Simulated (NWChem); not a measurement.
Everything below was run with NWChem. System: CNO, charge 0, spin multiplicity 2, at a geometry optimised with UPBE0/def2-SVP. The structure started from a generated list of species. Its SCF solution wasn't tested for a lower state. Level: UPBE/6-311G** (spherical d).

NWChem printed:

```
             Northwest Computational Chemistry Package (NWChem) 7.3.0
             --------------------------------------------------------

                                NWChem Input Module
                                -------------------

 Scaling coordinates for geometry "geometry" by  1.889725989
 (inverse scale =  0.529177249)

 Turning off AUTOSYM since
 SYMMETRY directive was detected!

                             Geometry "geometry" -> ""
                             -------------------------

 Output coordinates in angstroms (scale by  1.889725989 to convert to a.u.)

  No.       Tag          Charge          X              Y              Z
 ---- ---------------- ---------- -------------- -------------- --------------
    1 N                    7.0000     0.00000000     0.00000000     1.26456200
    2 C                    6.0000     0.00000000     0.00000000     0.03907500
    3 O                    8.0000     0.00000000     0.00000000    -1.13579800

 Effective nuclear repulsion energy (a.u.)      52.1014176307

            Nuclear Dipole moment (a.u.)
            ----------------------------
        X                 Y               Z
 ---------------- ---------------- ----------------
     0.0000000000     0.0000000000    -0.0000000000

      Symmetry information
      --------------------

 Group name             C2v
 Group number             16
 Group order               4
 No. of unique centers     3

      Symmetry unique atoms

     1    2    3


 Summary of "ao basis" -> "" (spherical)
 ------------------------------------------------------------------------------
       Tag                 Description            Shells   Functions and Types
 ---------------- ------------------------------  ------  ---------------------
 *                          6-311g**                  on all atoms

  pbe96 is a nonlocal functional; adding pw91lda local functional.

                                 NWChem DFT Module
                                 -----------------

 Summary of "ao basis" -> "ao basis" (spherical)
 ------------------------------------------------------------------------------
       Tag                 Description            Shells   Functions and Types
 ---------------- ------------------------------  ------  ---------------------
 N                          6-311g**                 8       18   4s3p1d
 C                          6-311g**                 8       18   4s3p1d
 O                          6-311g**                 8       18   4s3p1d

 Summary of "ao basis" -> "ao basis" (spherical)
 ------------------------------------------------------------------------------
       Tag                 Description            Shells   Functions and Types
 ---------------- ------------------------------  ------  ---------------------
 N                          6-311g**                 8       18   4s3p1d
 C                          6-311g**                 8       18   4s3p1d
 O                          6-311g**                 8       18   4s3p1d

      Symmetry analysis of basis
      --------------------------

        a1         27
        a2          3
        b1         12
        b2         12

            General Information
            -------------------
          SCF calculation type: DFT
          Wavefunction type:  spin polarized.
          No. of atoms     :     3
          No. of electrons :    21
           Alpha electrons :    11
            Beta electrons :    10
          Charge           :     0
          Spin multiplicity:     2
          Use of symmetry is: on ; symmetry adaption is: on
          Maximum number of iterations: 100
          AO basis - number of functions:    54
                     number of shells:    24
          Convergence on energy requested:  1.00D-06
          Convergence on density requested:  1.00D-05
          Convergence on gradient requested:  5.00D-04

              XC Information
              --------------
          PerdewBurkeErnzerhof Exchange Functional  1.000
            Perdew 1991 LDA Correlation Functional  1.000 local
           PerdewBurkeErnz. Correlation Functional  1.000 non-local

             Grid Information
             ----------------
[...]
  ----- ------------  ---------------      ----- ------------  ---------------
    29      0.589444  2 C  px                11     -0.470558  1 N  px
    25      0.442363  2 C  px                47     -0.359872  3 O  px
     7     -0.281326  1 N  px                21      0.252401  2 C  px
    43     -0.232326  3 O  px                 3     -0.198494  1 N  px
    39     -0.165402  3 O  px

 Vector   14  Occ=0.000000D+00  E= 5.621562D-02  Symmetry=a1
              MO Center=  3.1D-15, -1.4D-14,  3.0D-03, r^2= 2.1D+00
   Bfn.  Coefficient  Atom+Function         Bfn.  Coefficient  Atom+Function
  ----- ------------  ---------------      ----- ------------  ---------------
    28      2.308718  2 C  s                 46     -0.875284  3 O  s
    10     -0.843097  1 N  s                 13      0.566021  1 N  pz
    49     -0.494384  3 O  pz                 6     -0.241939  1 N  s
    42     -0.229461  3 O  s                  9      0.197492  1 N  pz
    45     -0.184895  3 O  pz                 5      0.141588  1 N  pz

                     DFT Final Beta Molecular Orbital Analysis
                     -----------------------------------------

 Vector    8  Occ=1.000000D+00  E=-4.378483D-01  Symmetry=b2
              MO Center= -1.9D-16, -1.4D-15, -4.6D-01, r^2= 1.2D+00
   Bfn.  Coefficient  Atom+Function         Bfn.  Coefficient  Atom+Function
  ----- ------------  ---------------      ----- ------------  ---------------
    44      0.311540  3 O  py                26      0.286674  2 C  py
    48      0.236144  3 O  py                40      0.210542  3 O  py
    22      0.185026  2 C  py                30      0.173729  2 C  py
     8      0.124023  1 N  py                 4      0.077436  1 N  py
    12      0.061757  1 N  py                33     -0.028771  2 C  d -1

 Vector    9  Occ=1.000000D+00  E=-3.613114D-01  Symmetry=a1
              MO Center= -1.5D-15,  7.6D-15,  1.4D+00, r^2= 9.3D-01
   Bfn.  Coefficient  Atom+Function         Bfn.  Coefficient  Atom+Function
  ----- ------------  ---------------      ----- ------------  ---------------
    10      0.378971  1 N  s                  6      0.336967  1 N  s
     9      0.300884  1 N  pz                13      0.260374  1 N  pz
     5      0.218540  1 N  pz                24     -0.212429  2 C  s
    27     -0.141525  2 C  pz                23     -0.117969  2 C  pz
     2     -0.115673  1 N  s                 28     -0.091790  2 C  s

 Vector   10  Occ=1.000000D+00  E=-2.742742D-01  Symmetry=b1
              MO Center=  4.2D-16, -3.2D-17,  3.7D-01, r^2= 1.8D+00
   Bfn.  Coefficient  Atom+Function         Bfn.  Coefficient  Atom+Function
  ----- ------------  ---------------      ----- ------------  ---------------
     7      0.324879  1 N  px                11      0.310616  1 N  px
    47     -0.284975  3 O  px                43     -0.267724  3 O  px
     3      0.226183  1 N  px                39     -0.190484  3 O  px
    25      0.134129  2 C  px                29      0.094861  2 C  px
    21      0.081102  2 C  px                35     -0.067874  2 C  d  1

 Vector   11  Occ=0.000000D+00  E=-2.606864D-01  Symmetry=b2
              MO Center= -7.6D-17, -6.8D-15,  3.5D-01, r^2= 1.9D+00
   Bfn.  Coefficient  Atom+Function         Bfn.  Coefficient  Atom+Function
  ----- ------------  ---------------      ----- ------------  ---------------
     8      0.311440  1 N  py                12      0.308940  1 N  py
    48     -0.294696  3 O  py                44     -0.269176  3 O  py
     4      0.217282  1 N  py                40     -0.190830  3 O  py
    26      0.150291  2 C  py                30      0.110048  2 C  py
    22      0.090093  2 C  py                33      0.069057  2 C  d -1

 Vector   12  Occ=0.000000D+00  E= 9.423838D-03  Symmetry=b1
              MO Center=  1.9D-15, -1.9D-16,  2.5D-01, r^2= 1.7D+00
   Bfn.  Coefficient  Atom+Function         Bfn.  Coefficient  Atom+Function
  ----- ------------  ---------------      ----- ------------  ---------------
    29      0.582867  2 C  px                11     -0.485404  1 N  px
    25      0.439003  2 C  px                47     -0.361359  3 O  px
     7     -0.283960  1 N  px                21      0.249398  2 C  px
    43     -0.231864  3 O  px                 3     -0.202162  1 N  px
    39     -0.164931  3 O  px

 Vector   13  Occ=0.000000D+00  E= 1.508806D-02  Symmetry=b2
              MO Center= -1.3D-17,  1.6D-15,  2.9D-01, r^2= 1.7D+00
   Bfn.  Coefficient  Atom+Function         Bfn.  Coefficient  Atom+Function
  ----- ------------  ---------------      ----- ------------  ---------------
    30      0.581546  2 C  py                12     -0.511426  1 N  py
    26      0.431794  2 C  py                48     -0.361937  3 O  py
     8     -0.286957  1 N  py                22      0.243105  2 C  py
    44     -0.230574  3 O  py                 4     -0.205209  1 N  py
    40     -0.162524  3 O  py

   alpha - beta orbital overlaps
   -----------------------------

   alpha      1      2      3      4      5      6      7      8      9     10
    beta      1      2      3      4      5      6      8      7      9     11
 overlap   1.000  1.000  1.000  1.000  1.000  1.000  0.997  1.000  0.999  0.996

   alpha     11     12     13     14     15     16     17     18     19     20
    beta     10     13     12     14     15     16     17     18     19     22
 overlap   1.000  0.995  1.000  1.000  1.000  0.999  1.000  0.998  0.998  0.998

   alpha     21     22     23     24     25     26     27     28     29     30
    beta     20     21     24     23     25     26     27     28     29     30
 overlap   1.000  1.000  0.999  1.000  1.000  0.998  1.000  0.999  1.000  1.000

   alpha     31     32     33     34     35     36     37     38     39     40
    beta     31     32     33     35     34     36     38     37     40     39
 overlap   1.000  1.000  0.999  0.999  1.000  0.999  0.999  1.000  0.999  1.000

   alpha     41     42     43     44     45     46     47     48     49     50
    beta     41     42     44     43     45     47     46     48     50     49
 overlap   0.999  1.000  0.999  1.000  1.000  0.999  1.000  1.000  1.000  1.000

   alpha     51     52     53     54
    beta     51     52     53     54
 overlap   1.000  1.000  1.000  1.000

     --------------------------
     Expectation value of S2:
     --------------------------
      <S2> =      0.7553 (Exact =     0.7500)

 center of mass
 --------------
 x =   0.00000000 y =   0.00000000 z =   0.00043481

 moments of inertia (a.u.)
 ------------------
         153.716089484595           0.000000000000           0.000000000000
           0.000000000000         153.716089484595           0.000000000000
           0.000000000000           0.000000000000           0.000000000000

     Multipole analysis of the density
     ---------------------------------

     L   x y z        total         alpha         beta         nuclear
     -   - - -        -----         -----         ----         -------
     0   0 0 0     -0.000000    -11.000000    -10.000000     21.000000

     1   1 0 0     -0.000000     -0.000000     -0.000000      0.000000
     1   0 1 0     -0.000000     -0.000000     -0.000000      0.000000
     1   0 0 1     -0.321245     -0.601293      0.280048     -0.000000

     2   2 0 0    -11.716184     -6.048847     -5.667337      0.000000
     2   1 1 0     -0.000000     -0.000000     -0.000000      0.000000
     2   1 0 1     -0.000000     -0.000000     -0.000000      0.000000
     2   0 2 0    -10.736579     -6.034798     -4.701781      0.000000
     2   0 1 1     -0.000000     -0.000000     -0.000000      0.000000
     2   0 0 2    -14.793629    -48.598964    -43.055672     76.861007

 Task  times  cpu:        0.8s     wall:        0.8s

 Total times  cpu:        0.9s     wall:        0.9s
```

Write an NWChem input that would produce this output.

Several could match; the one computed here: 
```
start mol
memory heap 200 mb stack 900 mb global 1100 mb
geometry units angstroms nocenter noautoz
  N      0.000000     0.000000     1.264562
  C      0.000000     0.000000     0.039075
  O      0.000000     0.000000    -1.135798
  symmetry group C2v
end
basis spherical
  * library 6-311g**
end
dft
  xc xpbe96 cpbe96
  odft
  mult 2
  semidirect memsize 60000000 filesize 0
  iterations 100
end
task dft energy
```
